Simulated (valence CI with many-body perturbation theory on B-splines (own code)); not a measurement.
A CI+MBPT run for Pd³⁰⁺

Computed by valence CI with perturbative core correlation (CI+MBPT): six valence electrons over a frozen Dirac-Fock core [Ne], a basis of 9 s, 9 p, 8 d, 6 f, 3 g, 1 h functions for each j, with the one-electron correlation potential Σ1 (screened to all orders), the two-electron term Σ2, the three-electron term Σ3, Breit, model QED; selected single and double excitations, second order for the rest, scaled by the run's own slope (own B-spline code, finite nucleus).

Command, and the settings that its task file holds:

```sh
python run_cv.py task.json out
```

```
atom Pd  Z=46  mass_number=106  rms_radius_fm=4.5318
core [Ne]
valence 3s2 3p4
avg = 1
basis = M
breit = 1
cap = 60000
capref = 1200
cscale = 1
de = 0.0
dress = 0
eps = 2e-08
extrap = 1
h = 0.27
hh = 1
l2 = 3
lcore = 6
maxit = 60
n2 = 5
natural = 1
nlev = 35
nno = [5, 5, 5, 4, 2, 1]
nroot = 26
nsp = [4, 4, 3, 2, 1, 0]
pt2 = 1
qed = 1
rpa = 1
s1 = 1
s2 = 1
s3 = 1
screen = 1
tol = 2e-05
whole = 1
```

Question: Roughly how long does this run take on one core of Intel(R) Xeon(R) Processor @ 2.30GHz, and how much memory?

Answer: 9 min on 1 thread of Intel(R) Xeon(R) Processor @ 2.30GHz, with other jobs on the host, peak memory 1.7 GiB.

Log. The first blocks belong to the next ion, which gives the ionisation energy. Fields: 2J, parity (1 odd), roots, reference size, generating configurations, candidates as configurations/state functions, variational space P, stored matrix elements, Davidson steps; e2 is the range of second-order energies in hartree. The first line gives the box (bohr), its intervals, the orbitals and the steps of their self-consistent field. Window is the range of levels sought, series limit the energy at which the first omitted orbital would enter, core excitation an estimate of the first excitation out of the core, left out the lowest levels not solved, and shifts from estimates the range by which levels moved from their first estimate, all in cm⁻¹.

```
rmax 3.7 intervals 58 orbitals 63 references ['3s2 3p4', '3s 3p5', '3s2 3p3 3d', '3p6', '3s 3p4 3d'] scf 5 t 0.9
2J=3 par=1 roots 2 ref 34 generators 12 cand 1595/5916 P 1611/5950 nnz 4.4e+06 it 6
2J=3 par=1 roots 2 ref 34 generators 22 cand 4506/24009 P 6117/29959 nnz 6.5e+07 it 6
   second order: generators 28 cand 41142/490824 e2 -0.00032 -0.00030
reference levels 619, estimated 71, window 1540377 1/cm; series limit 11313210, core excitation 23289322
2J=4 par=0 roots 3 ref 47 generators 18 cand 1650/9287 P 2120/11776 nnz 1.3e+07 it 7
2J=4 par=0 roots 3 ref 47 generators 29 cand 4412/40757 P 6532/52533 nnz 1.7e+08 it 9
   second order: generators 40 cand 66252/1867458 e2 -0.01144 -0.00092
2J=0 par=0 roots 3 ref 19 generators 17 cand 3712/9500 P 4902/11997 nnz 8.5e+06 it 6
2J=0 par=0 roots 3 ref 19 generators 29 cand 11226/48716 P 16128/60713 nnz 1.3e+08 it 10
   second order: generators 39 cand 58238/484682 e2 -0.00116 -0.00009
2J=2 par=0 roots 2 ref 32 generators 14 cand 1773/9199 P 2272/11696 nnz 1.2e+07 it 8
2J=2 par=0 roots 2 ref 32 generators 26 cand 5666/43904 P 7938/55600 nnz 1.6e+08 it 10
   second order: generators 33 cand 59555/1219477 e2 -0.00709 -0.00074
2J=4 par=1 roots 10 ref 106 generators 25 cand 1480/9116 P 1903/11709 nnz 1.1e+07 it 10
2J=4 par=1 roots 10 ref 106 generators 34 cand 4656/45324 P 6559/57033 nnz 1.8e+08 it 9
   second order: generators 54 cand 87322/3051726 e2 -0.00677 -0.00524
2J=2 par=1 roots 10 ref 84 generators 24 cand 1821/9406 P 2388/11971 nnz 1.1e+07 it 10
2J=2 par=1 roots 10 ref 84 generators 30 cand 6334/47986 P 8722/59957 nnz 1.8e+08 it 9
   second order: generators 52 cand 76873/1779054 e2 -0.00376 -0.00255
2J=0 par=1 roots 5 ref 32 generators 16 cand 3455/9362 P 4680/11856 nnz 8.1e+06 it 8
2J=0 par=1 roots 5 ref 32 generators 25 cand 11785/48094 P 16465/59950 nnz 1.4e+08 it 9
   second order: generators 42 cand 60284/517284 e2 -0.00043 -0.00019
2J=6 par=1 roots 8 ref 98 generators 22 cand 1454/9571 P 1869/11926 nnz 1.2e+07 it 8
2J=6 par=1 roots 8 ref 98 generators 31 cand 3822/43249 P 5691/55175 nnz 1.9e+08 it 10
   second order: generators 54 cand 89842/3616780 e2 -0.00679 -0.00610
2J=8 par=1 roots 5 ref 69 generators 13 cand 1649/9793 P 2075/11989 nnz 1.3e+07 it 8
2J=8 par=1 roots 5 ref 69 generators 24 cand 3881/42832 P 5956/54821 nnz 2e+08 it 8
   second order: generators 42 cand 77933/3142247 e2 -0.00551 -0.00500
2J=10 par=1 roots 1 ref 38 generators 6 cand 1810/9592 P 2570/12394 nnz 1.3e+07 it 5
2J=10 par=1 roots 1 ref 38 generators 13 cand 4179/44688 P 6749/57082 nnz 2.1e+08 it 6
   second order: generators 19 cand 45690/1516000 e2 -0.00312 -0.00312
left out: unestimated 2207914, estimated 1789865, shifts from estimates -58 to 295
operators 1.0
```

The Davidson iterations converged.

No measured spectrum was set against this ion. As an estimate, large intervals hold to a few tenths of a per cent, small ones and those within an open d or f shell to about a per cent. Among the levels kept, up to 1500 cm⁻¹ of a level comes from second order outside the variational space, and about a tenth of that is noise between levels of different J, which matters for small intervals.

```
Valence energy                            : -443.2761 hartree
Ionisation energy                         : 1784.7 eV (NIST: 1781.3 ± 2.3 eV (semi-empirical))
Reference configurations for the orbitals : 3s2 3p4, 3s 3p5, 3s2 3p3 3d, 3p6, 3s 3p4 3d
Radial orbitals                           : 63
Box radius                                : 3.697 bohr
Largest variational space                 : 60713
Lowest levels                             : (3s^2 3p1/2^2 3p3/2^2) J=2 0.00, (3s^2 3p1/2^2 3p3/2^2) J=0 9.80, (3s^2 3p1/2 3p3/2^3) J=1 34.40, (3s^2 3p1/2 3p3/2^3) J=2 40.23, (3s^2 3p3/2^4) J=0 79.05, (3s 3p1/2^2 3p3/2^3) J=2 117.08, (3s^2 3p1/2^2 3p3/2 3d3/2) J=1 122.28, (3s^2 3p1/2^2 3p3/2 3d3/2) J=2 125.38, (3s^2 3p1/2^2 3p3/2 3d3/2) J=0 127.33, (3s^2 3p1/2^2 3p3/2 3d3/2) J=3 127.38, (3s^2 3p1/2^2 3p3/2 3d5/2) J=4 134.20, (3s 3p1/2^2 3p3/2^3) J=1 136.88, (3s^2 3p1/2^2 3p3/2 3d5/2) J=2 140.59, (3s^2 3p1/2^2 3p3/2 3d5/2) J=3 146.54 eV
```

Levels are named by their leading jj configuration (3d3/2^4 stands for four electrons in 3d with j = 3/2), which in mixed levels can hold well under half, so a name can repeat and another be missing.
